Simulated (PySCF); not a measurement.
**Oxygen: a sound run and one with changed settings**

Sound run: O²⁺ [He] 2s2 2p2, O³⁺ [He] 2s2 2p1. Computed with PySCF 2.14 in 6-31G* (3s2p1d, 14 functions), with the non-relativistic Hamiltonian (point nucleus). In the sound run the correlated levels freeze 1s2. The sound run starts from symmetry-adapted Hartree-Fock orbitals and uses a fine grid where one is needed.

Changed run: a valence shell is frozen. This setting is unsound on purpose.

```csv
species,method,sound run (hartree),changed run (hartree),converged
O²⁺,MP2,-73.11429,-73.07072,yes
O²⁺,CCSD(T),-73.13686,-73.07149,yes
```

Ionisation energy of O²⁺:

| method | sound run (eV) | changed run (eV) |
| --- | --- | --- |
| UHF | 54.682 | 54.682 |
| MP2 | 54.742 | 54.775 |
| SCS-MP2 | 54.653 | 54.713 |
| CCSD | 54.482 | 54.796 |
| CCSD(T) | 54.486 | 54.796 |
| CCSDT | n/a | 54.796 |
| FCI | n/a | 54.796 |

Freezing a valence shell removes pair correlation that changes on ionisation.

For comparison, NIST gives 54.936 eV between the lowest levels.
